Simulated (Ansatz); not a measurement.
Gas-phase reaction R1 → P1 + P2, each structure at its B3LYP-D3(BJ)/def2-TZVP stationary point, reached from a drawn start (curvature not checked).
R1, H5Mo (SMILES [MoH5]) (charge 0, multiplicity 2, Z-matrix in Å and degrees):
```
Mo
H 1 1.6489
H 2 1.6571 1 60.75
H 2 1.6578 1 60.74 3 179.98
H 1 1.7019 2 120.83 3 -89.91
H 1 1.7019 2 120.83 3 89.93
```
P1, H4Mo (SMILES [MoH4]) (charge 0, multiplicity 3, Z-matrix in Å and degrees):
```
Mo
H 1 1.6932
H 1 1.6932 2 109.46
H 1 1.6932 2 109.47 3 -120.00
H 1 1.6932 2 109.47 3 120.00
```
P2: H atom, charge 0, multiplicity 2.

P less R. No zero-point or thermal terms; open shells are unrestricted; no spin–orbit coupling. The spin states of the d-block species are the ones drawn and need not be the lowest.

Frozen-core correlation throughout.

Programs: Ansatz (Gaussian basis) for Hartree–Fock, density functionals and correlated methods. All values are computed, each at the level named. Elements past Kr take the def2 small-core potentials, without spin–orbit coupling.

### Question
One of these levels gives 53.85 kcal/mol for the reaction energy. Which?
(A) CCSD/def2-SVP
(B) HF/def2-SVP
(C) revPBE/def2-TZVPP

### Answer
C, revPBE/def2-TZVPP. The others give 12.67 (HF/def2-SVP), 45.38 (CCSD/def2-SVP)

Ansatz is a first-principles code.
